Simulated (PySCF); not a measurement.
`C(=C=CF)(F)[SiH3]`, C3H4F2Si

Geometry (Å), atoms numbered from 1 in this order:
```xyz
10

F     3.0056    0.6649   -0.4712
C     2.0524    0.6688    0.4835
C     0.9850   -0.0660    0.4127
C    -0.1326   -0.7138    0.2834
F    -0.2639   -1.9659    0.7937
Si   -1.7182   -0.0811   -0.5668
H     2.2926    1.3484    1.2902
H    -1.4223    1.2632   -1.0512
H    -2.7696   -0.0952    0.4497
H    -2.0201   -1.0187   -1.6465
```

Computed with TDDFT CAM-B3LYP/def2-SVPD circular dichroism and optical rotation, one conformer, gas phase in PySCF 2.14.0. Geometry: GFN2-xTB.

No stereocentre is labelled: unless the shape is locked (an allene, a helicene, a hindered biaryl), the mirror image is equally populated and a measured rotation or CD is zero.

(1) Draw the ECD and absorption spectra from the lowest 16 states, each a Gaussian of half-width 0.25 eV at 1/e height.

Results:

(1) 
```
E (eV)  λ (nm)  Δε (L mol⁻¹ cm⁻¹)  ε (L mol⁻¹ cm⁻¹)
  4.87     255              -0.01              2.11
  4.97     249              -0.05              8.95
  5.07     244              -0.17              27.6
  5.17     240              -0.39              62.5
  5.27     235              -0.69               106
  5.37     231              -1.00               139
  5.47     227              -1.31               153
  5.57     223              -1.59               154
  5.67     219              -1.67               142
  5.77     215              -1.40               111
  5.87     211              -0.88              68.6
  5.97     208              -0.41              32.9
  6.07     204              -0.13              17.6
  6.17     201              -0.01              29.7
  6.27     198              +0.07              78.1
  6.37     195              +0.16               162
  6.47     192              +0.25               246
  6.57     189              +0.28               282
  6.67     186              +0.22               330
  6.77     183              +0.16               825
  6.87     180              +0.19              3120
  6.97     178              +0.44              9790
  7.07     175              +0.96             22600
  7.17     173              +1.45             38200
  7.27     171              +1.01             47700
  7.37     168              -1.76             46300
  7.47     166              -8.00             40500
  7.57     164             -16.86             39400
  7.67     162             -24.15             41900
  7.77     160             -24.94             39200
  7.87     158             -18.65             28300
  7.97     156              -9.65             15200
  8.07     154              -2.21              6150
  8.17     152              +2.44              2280
  8.27     150              +4.39              1570
  8.37     148              +3.37              2080
  8.47     146              -0.48              2760
  8.57     145              -6.11              3250
  8.67     143             -12.12              3740
  8.77     141             -16.72              4550
```
Δε uses R in velocity form, ε uses f in length form. Only the states computed contribute, so the short-wavelength end is incomplete.
